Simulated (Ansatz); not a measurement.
Geometry optimisation, RKS B3LYP-D4/6-31G* (Ansatz 0.2.0).

input.yaml

```yaml
crystal:
  periodic: [false, false, false]
  atoms:
    - { symbol: C, position_ang: [0.21769, 0.85792, -0.66519] }
    - { symbol: B, position_ang: [0.09693, -0.49814, 0.14741] }
    - { symbol: O, position_ang: [0.86358, -1.53507, -0.17889] }
    - { symbol: S, position_ang: [-1.09697, -0.64569, 1.52724] }
    - { symbol: H, position_ang: [-0.71163, 1.09499, -1.18059] }
    - { symbol: H, position_ang: [0.44027, 1.70143, -0.01405] }
    - { symbol: H, position_ang: [1.00293, 0.79831, -1.41305] }
    - { symbol: H, position_ang: [0.78221, -2.35242, 0.31396] }
    - { symbol: H, position_ang: [-1.59501, 0.57867, 1.46317] }
basis:
  gaussian: { orbitals: "6-31G*" }
hamiltonian:
  xc: b3lyp
  dispersion: d4
relax:
  f_tol: 0.02
  max_steps: 40
output:
  orbitals: {}
```

Run as:

```bash
$ ansatz run input.yaml --threads 1 --pin off --max-ram 2048MiB --backend cpu --events-out ev --progress --plain --runs-dir out
```

Question: Where does it end, and by what steps?

Answer: It converged. After 4 steps the energy has fallen by 0.053 eV; H9 moved furthest, 0.06 Å.

```json
{"step": "0", "energy less start (eV)": "0.0000", "largest force component (eV/Å)": "1.237", "accepted": "yes"}
{"step": "1", "energy less start (eV)": "-0.0391", "largest force component (eV/Å)": "0.508", "accepted": "yes"}
{"step": "2", "energy less start (eV)": "-0.0514", "largest force component (eV/Å)": "0.096", "accepted": "yes"}
{"step": "3", "energy less start (eV)": "-0.0528", "largest force component (eV/Å)": "0.078", "accepted": "yes"}
{"step": "4", "energy less start (eV)": "-0.0531", "largest force component (eV/Å)": "0.015", "accepted": "yes"}
```

```xyz
9
Properties=species:S:1:pos:R:3
C 0.230 0.861 -0.679
B 0.097 -0.477 0.137
O 0.886 -1.535 -0.196
S -1.094 -0.682 1.534
H -0.711 1.107 -1.188
H 0.461 1.710 -0.024
H 1.017 0.787 -1.436
H 0.745 -2.325 0.347
H -1.631 0.554 1.506
```

The run took 19 s on 1 thread of Arm Neoverse V1, on a shared host, peak memory 0.14 GiB.
